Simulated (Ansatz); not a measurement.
The cluster GeC2⁺. Total charge 1; doublet. Geometry r2SCAN-D4/def2-TZVP; atoms count from 1.

```xyz
3

Ge   -0.5434    0.1262   -1.5523
C     0.0640   -0.0132    0.1973
C     0.4795   -0.1130    1.3550
```

Another isomer (doublet) lies 0.02 eV lower at PBE-D4/def2-TZVP.

Question: Estimate the Mulliken populations from the PBE0/def2-TZVP orbitals of Ansatz.

Answer: 
```csv
atom,charge (e),spin (α − β)
Ge1,0.85,-0.05
C2,-0.04,-0.20
C3,0.18,1.25
```
Mulliken values and Mayer orders depend strongly on the basis.

Question: Where does the spin sit?

Answer: Summed by element: Ge -0.05, C 1.05, of 1 unpaired in all. Largest on single atoms: C3 1.25, C2 -0.20, Ge1 -0.05.

Question: And the Mayer bond orders between bonded heavy atoms (over 0.3)?

Answer: Ge1–C2 0.82 (1.86 Å); C2–C3 2.81 (1.23 Å). Values over 0.3 also appear between atoms too far apart for a bond (Ge1–C3 0.36 at 3.09 Å); they arise where an orbital or an unpaired electron spreads over both atoms.
